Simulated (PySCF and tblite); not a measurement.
Results of a calculation; reference values are marked as such.
System: C6H7NO, numbered as in [CH3:1][n:2]1[cH:3][cH:4][cH:5][c:6]1[CH:7]=[O:8].

For the rotation about the C6–C7 bond (torsion N2–C6–C7–O8 from 0° to 180°, rising): electronic barrier 16.75 kcal/mol, zero-point change -0.72 kcal/mol, thermal and entropy terms at 400 K a further 0.19 kcal/mol (symmetry numbers apart). The minimum is Cs, the saddle C1. The path came from a restrained scan, a climbing-image band and a saddle search at GFN2-xTB; energies are revPBE/pcSseg-1 + D3(BJ)//GFN2-xTB, thermal terms GFN2-xTB. Rate constants are transition-state-theory values, counting equivalent paths, without tunnelling. (PySCF 2.14 with density fitting, tblite 0.8.)

**Question.** How many equivalent paths lead out of the minimum?

**Answer.** 2: the symmetry number of the minimum is 1, that of the saddle displaced along its mode 1, and the displaced saddle is chiral while the minimum is not, which doubles the count.

**Question.** Work out the rate at 400 K.

**Answer.** ΔG‡ = 16.22 kcal/mol; k_B T/h = 8.3×10¹² s⁻¹; exp(−ΔG‡/RT) = 1.4×10⁻⁹; times 2 gives k = 2.3×10⁴ s⁻¹. Wigner's tunnelling factor for the 229i cm⁻¹ mode would be 1.03.
